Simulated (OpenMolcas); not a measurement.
**Nd⁴⁺: CASPT2 settings compared**

* Program: OpenMolcas
* Basis: ANO-R1 [7s5p3d2f]
* Scalar Hamiltonian: X2C, finite nucleus
* Active space: 2 electrons in 7 orbitals (4f)
* State averaging: 2S+1 = 3 even, 21 roots; 2S+1 = 1 even, 28 roots (27 in the spin-orbit step)
* Spin-orbit coupling: state interaction with AMFI integrals over the reference wave functions, term energies averaged over their components

Methods on the same reference wave functions:
A. CASSCF
B. SS-CASPT2, IPEA 0.4 Eh, sigma2 regulariser 0.05 Eh (closed shells correlated: 4d 5s 5p)
C. SS-CASPT2, IPEA 0.2 Eh, imaginary shift 0.2 Eh (closed shells correlated: 4d 5s 5p)
D. SS-CASPT2, IPEA 0 Eh, sigma2 regulariser 0.1 Eh (closed shells correlated: 5s 5p)

Energies in cm⁻¹ above 4f² ³H₄, the measured ground level; measured values from the list in Carvajal Gallego et al., Mon. Not. R. Astron. Soc. 518, 332 (2023).

```
  Level      A      B      C      D  Measured
4f² ³H₄    0.0    0.0    0.0    0.0       0.0
4f² ³H₅   3043   3070   3070   3050      2834
4f² ³H₆   6219   6240   6240   6220      5743
4f² ³F₂   7935   6710   6640   7310      5894
4f² ³F₃   9907   8720   8650   9300      7785
4f² ¹D₂  27528  24500  24420  25940     20551
4f² ¹I₆  32934  31590  31550  31620     26088
4f² ³P₀  34534  30800  30670  32350     25051
4f² ³P₁  35074  31340  31210  32890     25893
4f² ³P₂  36748  33070  32940  34610     27479
```

Deviations, from unrounded energies. A percentage is the sum of absolute deviations over the sum of measured energies, with the sign that they share, or ± where signs differ.

```
                        Against measurement  Levels      A      B      C      D
             mean absolute deviation (cm-1)       9   5200   3200   3100   4000
      fine structure of the ground term (%)       2   +8.0   +8.6   +8.5   +8.0
other terms of the ground configuration (%)       7  +33.1  +20.2  +19.7  +25.4
```

B, C lie about equally close to measurement and A furthest from it. The largest miss of C in the table is 4f² ³P₀, by +5600 cm-1. The ranking rests on the paired levels alone, and a cruder setting can come out closer through cancelling errors.

Among B to D the level of the table that moves most is 4f² ³P₀, by 1700 cm-1 (lowest in C, highest in D). Moves below CASPT2's spread within the term are not significant.

The two smallest mean deviations differ by little beside CASPT2's spread within terms, so their order carries little weight.

From A to B the spin-free energies of the other terms of 4f² shown, above ³H, scale by factors of 0.82 to 0.95, as is usual when dynamic correlation screens the repulsion within a d or f shell.

The lowest spin-free term lies below A's lowest term by 0.361 hartree in B, 0.363 hartree in C, 0.107 hartree in D.

Term energies are means over components that CASPT2 splits; among the terms shown or strongly mixed into the levels shown the widest spread is 280 cm-1 (4f² ¹I, C). Some high roots are left out of the spin-orbit mixing, which shifts the levels that they would mix with. The basis is small and was not contracted for so high a charge. Without dynamic correlation excited terms often stand tens of per cent too high (terms of higher spin than the ground term too low), and those without a measured partner can miss by more than the paired ones (holds for A). Some levels mix across a computed gap that differs much from the measured one, so their mixing is not that of the real levels (holds for A). Some terms miss by over 15 % even with CASPT2, which points to a basis or an active space too small for the shells correlated (holds for B; C; D). The CASPT2 spread within a term exceeds the gap to the next term for 4f² ¹I and 4f² ³P, so the order of their levels is uncertain (holds for C). Computed and measured levels are paired by configuration, term and J; levels that our copy of the source lacks, or whose pairing is in doubt (as where it misses far off the trend of its configuration), stay unpaired and out of the deviations. Levels of configurations outside the active space are missing. The table leaves out levels that lie high or whose names do not pair safely across all columns.
